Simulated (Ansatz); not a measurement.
```yaml
crystal:
  periodic: [false, false, false]
  atoms:
    - {symbol: Si, position_ang: [-0.686772, 0.909235, -0.419269]}
    - {symbol: Si, position_ang: [0.458263, -0.992536, 0.306201]}
    - {symbol: I, position_ang: [2.642470, -0.271504, 1.151314]}
    - {symbol: H, position_ang: [-2.027951, 0.534381, -0.944478]}
    - {symbol: H, position_ang: [0.098095, 1.566871, -1.495234]}
    - {symbol: H, position_ang: [-0.848299, 1.843355, 0.724208]}
    - {symbol: H, position_ang: [-0.244295, -1.686607, 1.414984]}
    - {symbol: H, position_ang: [0.700689, -1.960396, -0.793424]}
basis:
  gaussian: {orbitals: cc-pVTZ-PP}
magnetization: {spin_polarized: true, initial_magnetization: 0}
hamiltonian: {xc: {name: B97}}
output: {forces: true}
```

```sh
$ ansatz run in.yaml --threads 2 --pin off --events-out ev --progress --plain --max-ram 4352MiB
```

Output, abridged:

```
Functional definition: B97
Error: <dir> the basis set cc-pVTZ-PP has no functions for Si
```

In this input the basis set is misnamed or doesn't suit the job. The input was rejected before any iteration.
